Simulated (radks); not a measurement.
Species: Os. Configuration: [Xe] 4f14 5d6 6s2. All-electron calculation, scalar-relativistic Kohn-Sham, SCAN, spin-polarised, spherical densities, finite nucleus; open shells are filled with parallel spins first (spin-orbit coupling, left out, can overturn this in heavy ions); meta-GGA in the generalised Kohn-Sham scheme; Fermi nuclear charge, rms radius 5.4126 fm. Program: a radial shooting solver on a logarithmic mesh with Libxc functionals.

Radial electron density D(r) = 4 pi r^2 rho(r):

| r (bohr) | D(r) (e/bohr) | spin D(r) |
|---|---|---|
| 0.001226 | 11.77 | -0.0000868 |
| 0.001427 | 14.71 | -0.000108 |
| 0.001661 | 18.27 | -0.000134 |
| 0.001934 | 22.57 | -0.000164 |
| 0.002251 | 27.69 | -0.000201 |
| 0.002621 | 33.69 | -0.000243 |
| 0.003051 | 40.62 | -0.000291 |
| 0.003552 | 48.44 | -0.000344 |
| 0.004168 | 57.51 | -0.000406 |
| 0.004853 | 66.71 | -0.000467 |
| 0.005649 | 76.07 | -0.000531 |
| 0.006577 | 85.10 | -0.000594 |
| 0.007656 | 93.14 | -0.000655 |
| 0.008913 | 99.48 | -0.000715 |
| 0.01038 | 103.4 | -0.000778 |
| 0.01208 | 104.6 | -0.000847 |
| 0.01418 | 102.9 | -0.000927 |
| 0.0165 | 99.18 | -0.000992 |
| 0.01921 | 95.10 | -0.000967 |
| 0.02237 | 92.71 | -0.000655 |
| 0.02604 | 94.24 | 0.000396 |
| 0.03031 | 101.1 | 0.00305 |
| 0.03529 | 112.7 | 0.00877 |
| 0.04108 | 126.4 | 0.0198 |
| 0.04821 | 137.9 | 0.0403 |
| 0.05612 | 141.0 | 0.0709 |
| 0.06534 | 134.7 | 0.113 |
| 0.07606 | 122.2 | 0.164 |
| 0.08855 | 111.2 | 0.213 |
| 0.1031 | 109.2 | 0.242 |
| 0.12 | 117.3 | 0.232 |
| 0.1397 | 127.7 | 0.170 |
| 0.1639 | 128.0 | 0.0660 |
| 0.1909 | 112.0 | -0.0176 |
| 0.2222 | 87.90 | -0.0150 |
| 0.2587 | 70.76 | 0.109 |
| 0.3011 | 69.14 | 0.310 |
| 0.3506 | 77.33 | 0.466 |
| 0.4081 | 81.57 | 0.441 |
| 0.4751 | 73.32 | 0.227 |
| 0.5575 | 54.95 | -0.0198 |
| 0.6491 | 37.89 | 0.00226 |
| 0.7556 | 26.80 | 0.398 |
| 0.8797 | 20.95 | 1.14 |
| 1.024 | 17.30 | 1.99 |
| 1.192 | 13.82 | 2.63 |
| 1.388 | 10.18 | 2.78 |
| 1.616 | 7.023 | 2.46 |
| 1.896 | 4.655 | 1.93 |
| 2.207 | 3.203 | 1.36 |
| 2.57 | 2.217 | 0.851 |
| 2.992 | 1.477 | 0.460 |
| 3.483 | 0.9084 | 0.201 |
| 4.054 | 0.4949 | 0.0615 |
| 4.72 | 0.2308 | 0.00572 |
| 5.495 | 0.09005 | -0.00685 |
| 6.448 | 0.02696 | -0.00491 |
| 7.507 | 0.006793 | -0.00190 |
| 8.739 | 0.001333 | -0.000502 |
| 10.17 | 0.0001982 | -0.0000938 |

D(r) has 4 maxima, at r = 0.0119, 0.0548, 0.153, 0.402 bohr, and minima at 0.0229, 0.0983, 0.282 bohr, inside which lie 1.89, 11.04, 29.89 electrons.
